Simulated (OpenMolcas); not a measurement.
# Ionisation energies of nickel

```yaml
Program: OpenMolcas
Basis: ANO-RCC [10s9p8d6f4g2h]
Scalar_Hamiltonian: DKH2, point nucleus
Spin-orbit_coupling: state interaction with AMFI integrals over the reference wave functions, term energies averaged over their components
```

Active shells in each charge state: the valence d shell, with orbitals averaged over the low states. Where CASPT2's correlated closed shells are named, they are those of the first ion.

A. CASSCF
B. SS-CASPT2, IPEA 0.25 Eh, imaginary shift 0.1 Eh (closed shells correlated: 3s 3p)
C. SS-CASPT2, IPEA 0.25 Eh, imaginary shift 0.1 Eh (closed shells correlated: 2s 2p 3s 3p)
D. SS-CASPT2, IPEA 0 Eh, imaginary shift 0.1 Eh (closed shells correlated: 3s 3p)
E. SS-CASPT2, IPEA 0.25 Eh, imaginary shift 0.1 Eh (closed shells correlated: none)

Energies in eV between the lowest computed levels, named as in B; reference values from the NIST Atomic Spectra Database with their kind.

```json
{"From": "Ni2+ 3d⁸ ³F₄", "To": "Ni3+ 3d⁷ ⁴F_9/2", "A": "32.636", "B": "35.569", "C": "35.581", "D": "35.543", "E": "35.088", "Spin-orbit share in B": "-0.013", "Reference": "35.187 (measured)"}
```

Error against the reference values, in %:

```tsv
From	Reference	A	B	C	D	E
Ni2+	measured	-7.2	+1.1	+1.1	+1.0	-0.3
```

Absolute error against the one measured value: A 2.55 eV, B 0.38 eV, C 0.39 eV, D 0.36 eV, E 0.10 eV. E lies closest.

The lowest level within the active space need not be the ion's true ground level.
